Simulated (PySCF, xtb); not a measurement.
C₄H₂F₂O₂, SMILES FC1=C(C(=O)CO1)F.

GFN2-xTB (xtb 6.7.1) at its own geometry gives an orbital gap of 3.40 eV and a dipole moment of 3.51 D.

Geometry optimised at B3LYP-D3(BJ)/def2-SVP. This is a generated structure with no PubChem entry under its InChIKey; it may be hypothetical. Other conformers were not sampled.

What does HF/def2-TZVP run with PySCF give? (The exact figures need the calculation; the answer reports its results.)

gap 12.78 eV (levels -10.41 and 2.38 eV), dipole 3.28 D.
